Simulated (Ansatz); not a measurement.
`C[SiH2]S[SiH2]F` + H₂ → `F[SiH2]S[SiH3]` + CH₄ at 298.15 K and 1 bar (hydrogenolysis of the Si–C bond).

Gas-phase electronic energies from Ansatz, PBE0-D4/def2-TZVP geometries. CCSD(T)/CBS adds triple-zeta CCSD(T) − MP2 to the extrapolated MP2 energy (def2 sets, frozen cores). This one scheme is used for every species. Each species was taken in one conformer, which may not be the lowest.

| species | CCSD(T)/CBS energy (Eh) | H − E (kJ/mol) | S (J/(mol·K)) |
| --- | --- | --- | --- |
| `C[SiH2]S[SiH2]F` | -1118.12196 | 226.4 | 388.4 |
| H₂ | -1.17544 | 35.1 | 130.4 |
| `F[SiH2]S[SiH3]` | -1078.84190 | 145.7 | 355.0 |
| CH₄ | -40.46206 | 127.4 | 186.2 |

H − E and S are ideal-gas, rigid-rotor, harmonic terms from PBE0-D4/def2-TZVP, for one conformer and one mirror image of each species. The MP2-based limit puts H₂ 0.8 mEh under its directly extrapolated value; such offsets cancel only in part. 1 Eh = 2625.50 kJ/mol, R = 8.31446 J/(mol·K).

Task: By hand: ΔE, ΔH, ΔS and ΔG.

Result: ΔE = (-1078.84190) + (-40.46206) − (-1118.12196) − (-1.17544) = -0.00656 Eh = -17.2 kJ/mol. Δ(H − E) = 145.7 + 127.4 − 226.4 − 35.1 = 11.6, so ΔH = -5.6 kJ/mol. ΔS = 355.0 + 186.2 − 388.4 − 130.4 = 22.4 J/(mol·K). ΔG = -5.6 − 298.15 × (22.4)/1000 = -12.3 kJ/mol.

Task: By hand: the equilibrium constant, and the temperature at which ΔG would vanish if ΔH and ΔS stayed fixed.

Result: log₁₀ K = −ΔG/(RT ln 10) = 2.2. ΔH and −TΔS have one sign here, so there is no such temperature.

TΔS isn't small against ΔH here. A doubt of 5 kJ/mol in ΔE shifts log₁₀ K by 0.9 here. Other conformers and mirror images would add mixing entropy, several J/(mol·K) or more a flexible species. Modes under 60 cm⁻¹, often nearly free rotors, make the harmonic entropy too high. These are equilibria of isolated gas molecules and say nothing of rates. Largest T1 diagnostic: 0.012 (customary marks: 0.02 for closed shells, 0.045 for open ones).
